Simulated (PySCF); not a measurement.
Compound: CH₁₀O₂Si₃.
Bonds: C1–Si2, Si2–O3, O3–Si4, Si2–O5, O5–Si6. Hydrogens: H7, H8, H9 on C1; H10 on Si2; H11, H12, H13 on Si4; H14, H15, H16 on Si6.

Torsions of this conformer, `[CH3:1][SiH:2]([O:3][SiH3:4])[O:5][SiH3:6]`: C1–Si2–O3–Si4 -89°, C1–Si2–O5–Si6 95°.

The closed-shell ground state was solved at several levels (PySCF, density fitting, gas phase, non-relativistic). Isolated species at its PBE0-D3(BJ)/def2-SVP geometry (one conformer only).

```csv
level,basis functions,HOMO (eV),LUMO (eV),gap (eV),dipole (D)
wB97X-D/pcSseg-1,173,-10.15,1.89,12.04,0.86
PBE0/pcSseg-1,173,-8.27,0.11,8.38,0.87
```

Task: Estimate the row for PBE0/def2-SVPD, a basis of 218 functions; the other rows only guide the guess.

Result: HOMO -8.26 eV, LUMO -0.09 eV, gap 8.17 eV, dipole 0.85 D.

Task: Over all these levels, which gives the widest orbital gap and which the narrowest?

Result: wB97X-D/pcSseg-1 (range-separated hybrid) has the widest, 12.04 eV, and PBE0/def2-SVPD (global hybrid, 25 % exact exchange) the narrowest, 8.17 eV. Functional and basis both differ between the two, so the spread mixes both effects.

Task: How far do the dipole and the HOMO energy spread over the levels?

Result: The dipole runs from 0.85 to 0.87 D (mean 0.86 D) and the HOMO from -10.15 to -8.26 eV.
